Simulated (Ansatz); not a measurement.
Two isomers of CH7AsOSi: A = `C[SiH2][AsH]O`, B = `CO[AsH][SiH3]`.

Calculated with Ansatz (gas phase, PBE0-D4/def2-TZVP geometries, no zero-point term in ΔE). CBS: MP2 limit from def2 TZ/QZ plus the TZ coupled-cluster correction, frozen cores. Functionals use def2-TZVPP. B3LYP here is the variant with VWN-RPA as its local correlation; programs differ in this. For As outer-core shells are correlated without core-valence functions, which leaves a few kJ/mol of doubt a bond. Scalar relativity is left out up to krypton. One conformer a species, not always the lowest.

(1) Which isomer does CCSD(T)/CBS put lower? Give the gap. (Estimate.)

(2) Give E(B) − E(A) in kJ/mol with CCSD/def2-TZVPP, B3LYP-D4, CCSD(T)/def2-TZVPP, MP2/def2-TZVPP, B2PLYP, B3LYP, PBE0-D4. (Estimate.)

Largest T1 diagnostic: 0.012.

Answers

(1) Computed: A, by 97.6 kJ/mol.

(2) The calculation gave: CCSD/def2-TZVPP 93.1, B3LYP-D4 90.4, CCSD(T)/def2-TZVPP 93.7, MP2/def2-TZVPP 100.3, B2PLYP 92.3, B3LYP 88.6, PBE0-D4 96.9. None reverses the order clearly.

In def2-TZVPP, CCSD(T) changes the Hartree–Fock value by +11.0 kJ/mol (the triples alone add +0.5 kJ/mol) and MP2 by +17.6 kJ/mol.
